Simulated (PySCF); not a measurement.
Below is a simulated gas-phase Cl 2p photoelectron spectrum of `[Cl][Cu]<-[AsH3]` (Cu(AsH3)Cl).

Every computed line was given a Gaussian of 0.8 eV full width at half maximum and an area set by the number of equivalent atoms (split 2:1 within a doublet); the highest printed point is 100. The calculation used delta-SCF UKS SCAN, pcX-2 on the ionised atom (unc-x2c-TZVPall on a metal), pcseg-1 elsewhere, spin-free X2C in PySCF.

(binding energy (eV), intensity): (202.6, 0), (202.7, 1), (202.8, 3), (202.9, 6), (203.0, 11), (203.1, 19), (203.2, 31), (203.3, 47), (203.4, 65), (203.5, 82), (203.6, 94), (203.7, 100), (203.8, 97), (203.9, 87), (204.0, 71), (204.1, 53), (204.2, 37), (204.3, 23), (204.4, 14), (204.5, 9), (204.6, 7), (204.7, 9), (204.8, 13), (204.9, 19), (205.0, 28), (205.1, 36), (205.2, 44), (205.3, 49), (205.4, 50), (205.5, 47), (205.6, 40), (205.7, 31), (205.8, 23), (205.9, 15), (206.0, 9), (206.1, 5), (206.2, 3), (206.3, 1), (206.4, 1), (206.5, 0)

Q: Count the maxima, the lines and the sites behind this envelope.

A: The curve has 2 maxima (at 203.7 and 205.4 eV). Under it lie 2 lines from 1 inequivalent chlorine site, drawn as a 2p3/2, 2p1/2 pair.

Q: Decompose the envelope and assign each component. Bonds: Cu1–As2, Cu1–Cl6. Hydrogens: H3, H4, H5 on As2.

A: 
| position (eV) | relative area | line | atoms | environment |
| --- | --- | --- | --- | --- |
| 203.72 | 0.67 | Cl 2p3/2 | Cl6 | chlorine bonded to Cu |
| 205.37 | 0.33 | Cl 2p1/2 | Cl6 | chlorine bonded to Cu |

No satellites, vibrations or lifetime broadening are included. Spin–orbit coupling isn't in the SCF: each 2p doublet comes from a relaxed spin-free hole plus a matrix of the shell (mean-field spin–orbit coupling and the ground-state 2p splitting), with 2p3/2 averaged over its two sublevels. 2p1/2 minus 2p3/2 (ligand field included): Cl 1.65 eV. Geometry: PBE0-D3(BJ)/def2-SVP; no solvent, vibrations or thermal averaging. Metal 2p energies of this one-determinant scheme are less reliable than its 1s energies.

Time: 9.3 s. Hardware: Arm Neoverse V2, one thread, on a shared host.
